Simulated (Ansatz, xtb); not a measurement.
H8InNO2Si2: which of two structures lies lower

Structure X: a singlet given by its coordinates. Structure Y: `[NH2][In]([O][SiH3])[O][SiH3]`, a singlet. Both are gas-phase species (loosely bound parts included), relaxed with PBE0-D4/def2-SVP; the shapes shown needn't be the lowest conformers.

X (Å):

```csv
atom,x (Å),y (Å),z (Å)
In,0.9885,-2.8043,0.1860
N,-1.4863,-1.5063,0.0974
O,1.7628,-0.9332,1.7584
O,0.9943,-0.6679,-0.5690
Si,2.7743,-0.2397,2.8857
Si,-0.5648,-0.2186,-0.7251
H,-1.7951,-1.3162,1.0489
H,-2.2584,-1.9329,-0.4096
H,2.8460,-1.1769,4.0433
H,2.2413,1.0766,3.3549
H,4.1506,-0.0243,2.3412
H,-1.0667,-0.2061,-2.1334
H,-0.8565,1.1003,-0.0793
H,1.5774,-0.5112,0.8492
```

Close contacts (Å): In1–O3 2.56, In1–O4 2.27, In1–Si6 3.15, N2–Si6 1.78, O3–Si5 1.67, O4–Si6 1.63, In1–H14 2.46, N2–H7 1.02, N2–H8 1.02, O3–H14 1.02, Si5–H9 1.49, Si5–H10 1.50, Si5–H11 1.50, Si6–H12 1.50, Si6–H13 1.50.

Y (Å):

```xyz
14

In   -0.4144   -1.4479    1.2845
N    -2.0025   -2.4961    1.9295
O     1.3970   -1.6779    2.0703
O    -0.5830    0.0334   -0.0304
Si    2.8854   -0.9786    1.9189
Si    0.4139    1.1296   -0.7598
H    -2.7637   -2.5764    1.2600
H    -1.7852   -3.4177    2.3005
H     3.9188   -1.9057    2.4730
H     2.9643    0.3190    2.6630
H     3.2247   -0.7024    0.4836
H     1.2207    0.4978   -1.8528
H    -0.4144    2.2216   -1.3559
H     1.3727    1.7440    0.2163
```

Question: Which of the two would you expect CCSD(T)/def2-SVP + ΔMP2/def2-TZVPP electronic energies to favour?

Answer: Structure X; the calculation gives E(Y) − E(X) = +38.7 kcal/mol.

Level by level:

```
                             level          geometry  E(Y) − E(X) (kcal/mol)  departure from the last row (kcal/mol)  job, with rough time for the two
                  PBE0-D4/def2-SVP  PBE0-D4/def2-SVP                     +46.1                                    +7.4             optimisation, 3.4 min
                       HF/def2-SVP  PBE0-D4/def2-SVP                     +33.0                                    −5.6           part of the CCSD(T) run
                      MP2/def2-SVP  PBE0-D4/def2-SVP                     +33.2                                    −5.5           part of the CCSD(T) run
                  CCSD(T)/def2-SVP  PBE0-D4/def2-SVP                     +35.8                                    −2.8                      single point
CCSD(T)/def2-SVP + ΔMP2/def2-TZVPP  PBE0-D4/def2-SVP                     +38.7                                                     single point, 2.5 min
```

None of the levels shown reverses the order. The largest departure from CCSD(T)/def2-SVP + ΔMP2/def2-TZVPP is that of PBE0-D4/def2-SVP, 7.4 kcal/mol. Levels run at GFN2-xTB geometries aren't shown. The last row adds to CCSD(T) the change of the MP2 difference between the two basis sets, here +2.8 kcal/mol.

With thermal terms from frequencies at re-optimised GFN2-xTB minima (ideal gas, soft modes damped towards free rotors, one conformer each, 298.15 K, 1 atm): on the last row, ΔE + ΔZPE = +34.4, ΔH = +35.1, ΔG = +33.4 kcal/mol.

The correlated steps freeze 17 core orbitals; the filled d shell of In is correlated, in a basis made for valence electrons. Atoms past krypton carry core potentials in the def2 sets and no spin–orbit term is included. Programs: Ansatz 0.2.0, xtb 6.7.1; the last row on 2 threads of Arm Neoverse V2 on a shared host.
